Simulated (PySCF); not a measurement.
ZnCl₂, SMILES [Cl][Zn][Cl].

Coordinates come from a B3LYP-D3(BJ)/def2-TZVP optimisation. The isomer is the one that the SMILES or the coordinates give; other isomers of the formula were not compared.

Calculation: PySCF 2.14.0 with B3LYP-D3(BJ)/def2-TZVP.

Frequencies are harmonic and unscaled.

Modes within 1.5 cm⁻¹ of each other (mostly degenerate sets) share a row, with their intensities summed.

Task: Give all harmonic wavenumbers and intensities. (The exact figures need the calculation; the answer reports its results.)

Result: 
```csv
mode,ν (cm⁻¹),IR (km/mol),Raman (Å⁴/amu),depolarisation,moving atoms (share of kinetic energy)
1–2,104,23.9,0.0,–,"Zn 52 %, Cl 48 %"
3,346,0.0,15.2,0.22,Cl 100 %
4,497,77.3,0.0,–,"Zn 52 %, Cl 48 %"
```
